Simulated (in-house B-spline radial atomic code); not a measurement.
Whole-atom quantities along the 62-electron series, configuration [Kr] 4d10 4f14 5s2. Computed with an all-electron radial atomic-structure program (B-spline basis): non-relativistic Hartree-Fock, average of the configuration, point nuclei.

This level leaves out relativity, spin-orbit splitting included, which matters for heavy ions.

| ion | Z | E/Z² (Eh) | Σ<r²> (bohr²) | n(0)/Z³ (bohr⁻³) | Lamb diamagnetic shielding (ppm) | repulsion over attraction |
| --- | --- | --- | --- | --- | --- | --- |
| W12+ | 74 | -2.7837 | 13.793 | 0.71592 | 8592.55 | 0.14892 |
| Re13+ | 75 | -2.7968 | 12.964 | 0.71632 | 8737.5 | 0.14775 |
| Os14+ | 76 | -2.8096 | 12.221 | 0.71671 | 8882.3 | 0.14657 |
| Ir15+ | 77 | -2.8222 | 11.55 | 0.71709 | 9026.98 | 0.14539 |
| Pt16+ | 78 | -2.8345 | 10.941 | 0.71747 | 9171.56 | 0.14421 |
| Au17+ | 79 | -2.8466 | 10.386 | 0.71784 | 9316.05 | 0.14302 |
| Hg18+ | 80 | -2.8586 | 9.8764 | 0.7182 | 9460.45 | 0.14185 |
| Tl19+ | 81 | -2.8703 | 9.408 | 0.71855 | 9604.78 | 0.14067 |
| Pb20+ | 82 | -2.8818 | 8.9756 | 0.7189 | 9749.05 | 0.1395 |
| Bi21+ | 83 | -2.8931 | 8.5752 | 0.71925 | 9893.26 | 0.13834 |

Question: With what power of Z does the column «Σ<r²> (bohr²)» change over this range?

Answer: A fit of the logarithm of its size against log Z from Z = 74 to 83 has slope -4.13. Unscreened non-relativistic hydrogenic orbitals would give -2.
